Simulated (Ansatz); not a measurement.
Species: CBF2O, charge 0, multiplicity 2. It need not be the lowest isomer of its formula. 
Coordinates optimised at B3LYP-D3(BJ)/def2-TZVP (Ansatz, a program for electronic structure):
SMILES: [C](B(F)F)=O
```xyz
5

O     -2.0990     0.3341     0.3707
C     -0.9725     0.1548     0.1717
B      0.4853    -0.0773    -0.0857
F      1.2261     0.9057    -0.5875
F      1.0184    -1.2630     0.1912
```
Charge 0, spin multiplicity 2.

Wanted: atomisation energy (electronic, to ground-state atoms), in kJ/mol. Cores are frozen in the correlated levels unless marked. UHF or UKS for open shells. No spin-orbit coupling. No relativistic terms. The coupled-cluster limit lacks core correlation, which all-electron functionals hold. CBS(X,Y): correlation extrapolated as X^-3; Hartree-Fock from the larger set. [CCSD(T)-MP2]/basis is that difference in the basis named.

```csv
level,program,atomisation energy (kJ/mol)
PBE0/STO-3G,Ansatz,2557.5
PBE0/6-31G*,Ansatz,2474.7
```

**Question.** What does RI-MP2/CBS(cc-pVTZ,cc-pVQZ)+[CCSD(T)-MP2]/cc-pVTZ (Ansatz) give?

**Answer.** 2429.5 kJ/mol, so PBE0/6-31G* differs from it by 45.2 kJ/mol.
